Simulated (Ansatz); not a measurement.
Ansatz (an electronic-structure program) input:
A basis named .json is the Basis Set Exchange file of that set.

Ansatz 0.2 input:
```yaml
crystal:
  periodic: [false, false, false]
  atoms:
    - {symbol: Si, position_ang: [-0.04130857, 0.11299787, -0.00273467]}
    - {symbol: F, position_ang: [0.02507989, -0.41268264, 1.54359336]}
    - {symbol: O, position_ang: [-0.55166706, 1.55633972, -0.24838848]}
    - {symbol: O, position_ang: [1.54078741, -0.18162667, -0.50657288]}
    - {symbol: O, position_ang: [-0.96832461, -1.10386189, -0.71236685]}
    - {symbol: H, position_ang: [1.85491289, 0.63023775, -0.91321448]}
    - {symbol: H, position_ang: [-1.66867771, -0.66487356, -1.20221461]}
basis:
  gaussian:
    orbitals: aug-cc-pV_D+d_Z.json
total_charge: -1
magnetization: {spin_polarized: false}
correlation: {method: ccsd_t, electrons: outside_noble_gas}
output: {forces: true}
```

Predict the final energy.

-615.38641 Eh (CCSD(T)/aug-cc-pV(D+d)Z). The basis has 142 functions.

It need not be the lowest isomer of its formula. Whether it binds its extra electron was not tested at this geometry.
